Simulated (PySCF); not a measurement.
# Reading the logs of faulty runs: Al2H2O2

All numbers below are calculated, not measured. They come from PySCF 2.14.0, an open-source quantum chemistry program, on an isolated molecule that a program drew, which may never have been made. The molecule is Al2H2O2 (charge 0, singlet), drawn as the SMILES string `[OH][AlH][O][Al]`.

Each row is a Hartree-Fock (HF) and frozen-core CCSD(T) single point in the cc-pV(D+d)Z basis, meant for a local HF minimum. Run 1 is clean. Each other run has one planted mistake out of seven kinds, and not every kind appears here: one electron removed, one electron added, multiplicity raised by two, geometry at a saddle point, minimal basis STO-3G, one bond length entered in bohr, all coordinates scaled. The reference is restricted for singlets and unrestricted otherwise, and also for a bond in bohr. Adding or removing an electron swaps singlet and doublet. Electrons count all cores. HOMO and LUMO are orbital energies over both spins, the gradient is its largest component, and the lowest frequency (negative if imaginary) is given only where the gradient is small. Bond lengths are over the 5 bonds as drawn. T1 is the CCSD diagnostic: over 0.02 (restricted) or 0.045 (unrestricted) a single reference is doubtful.

Geometry of the clean run:
```xyz
6
Al2H2O2, angstrom
O     0.1656   -0.1686   -1.3621
Al    1.7960    0.1333   -1.6693
O     2.9377   -1.1063   -1.6467
Al    4.1505   -2.2874   -1.6476
H    -0.2577   -0.9858   -1.1605
H     2.1992    1.6135   -1.9756
```

```
run,electrons,basis functions,<S^2>,HOMO (eV),LUMO (eV),gradient (hartree/bohr),lowest frequency (cm^-1),mean bond (Å),longest bond (Å),T1,HF (hartree),CCSD(T) (hartree),mistake
1,44,84,0.000,-8.54,1.68,3.2e-05,86,1.5142,1.693,0.0169,-634.90830,-635.42360,no fault
2,44,84,0.000,-8.36,-0.91,3.8e-02,-,1.8155,3.199,0.0348,-634.72957,-635.25798,one bond length entered in bohr
3,45,84,0.774,0.83,6.25,4.4e-02,-,1.5142,1.693,0.0244,-634.86181,-635.38420,?
4,44,30,0.000,-4.22,10.25,6.6e-02,-,1.5142,1.693,0.0226,-626.93936,-627.10466,?
```

**Which mistake was planted in run 3, and what did it cost?**

It counts 45 electrons, one more than the clean run, at the same geometry and basis. So the mistake is: one electron added. Subtracting run 1 and multiplying by 627.51 kcal/mol a hartree, the energy moved by 29.2 kcal/mol in HF and 24.7 kcal/mol in CCSD(T).

**Which mistake was planted in run 4, and what did it cost?**

It has 30 basis functions where the clean run has 84, with the same electrons and geometry. So the mistake is: minimal basis STO-3G. Subtracting run 1 and multiplying by 627.51 kcal/mol a hartree, the energy moved by 5000.6 kcal/mol in HF and 5220.2 kcal/mol in CCSD(T).

Cautions from the logs. Run 3: the HOMO is above zero, so the electron isn't bound and the energy depends on the basis; run 4: T1 is over the limit, so its CCSD(T) energy is less reliable.
